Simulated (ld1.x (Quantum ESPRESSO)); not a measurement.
# Building the RRKJ potential for Ru (Z = 44) (PBE, scalar-relativistic).

ruthenium, norm-conserving RRKJ (Kleinman–Bylander form), made with ld1.x (Quantum ESPRESSO) 7.5 (PBE, scalar-relativistic). Core [Ar] 3d10, reference 4s2 4p6 4d7 5s1 5p0. Waves: 4s (bound): rc 1.45 bohr; 4p (bound): rc 1.45 bohr; 4d (bound): rc 2.05 bohr. Local part: all-electron potential smoothed inside 1.55 bohr (lloc = -1). Core correction: a·sin(br)/r model core inside 1.35 bohr.

Occupied shells without a wave of their own: 5s. They enter only through the test configuration that unscreens the potential, and ld1.x also counts them in the model core charge.

All-electron outer shells of the reference configuration (PBE, scalar-relativistic, ld1.x):

```
shell  level (eV)  outermost node (bohr)  outermost maximum (bohr)
   3p     -447.22                   0.16                      0.36
   3d     -273.12                      –                      0.30
   4s      -76.37                   0.48                      0.92
   4p      -46.42                   0.49                      0.98
   4d       -5.20                   0.48                      1.21
   5s       -4.24                   1.24                      2.73
   5p       -0.91                   1.41                      3.97
```

Question: Does the generator finish with these settings?

Answer: Yes, a potential is produced.

Question: Estimate the cutoffs (Ry, on a coarse ladder) from which the occupation-weighted sum of valence levels, in a spherical-Bessel basis at the reference potential, stays within 10 and 1 mRy of its value at 400 Ry.

Answer: 70 Ry and 100 Ry.

Question: What does a ghost test show?

Answer: No extra level below or beside the all-electron valence levels (s, p, d, f tested).

Question: Which valence shell sets the plane-wave cutoff?

Answer: 4p: its level needs 70 Ry to come within 1 mRy, against 55 Ry for 4s.

Question: Tests: 4s2 4p6 4d7 5s0 5p0; 4s2 4p6 4d6 5s0 5p0; 4s2 4p6 4d5 5s0 5p0; 4s2 4p6 4d6 5s1 5p1; 4s2 4p6 4d8 5s0 5p0; 4s2 4p6 4d7 5s0 5p1; 4s2 4p6 4d7.5 5s0.5 5p0. Which has the largest error in its energy relative to the reference configuration, and how large is it?

Answer: 4s2 4p6 4d5 5s0 5p0, with -128 meV (all-electron minus pseudo) on +56.10 eV.

ld1.x takes every shell without a wave as core, so the model core holds the 5s electrons as well and exchange and correlation see them twice. This cancels in the reference configuration, but the file is broken for other ones, and its errors say nothing about a proper core correction.
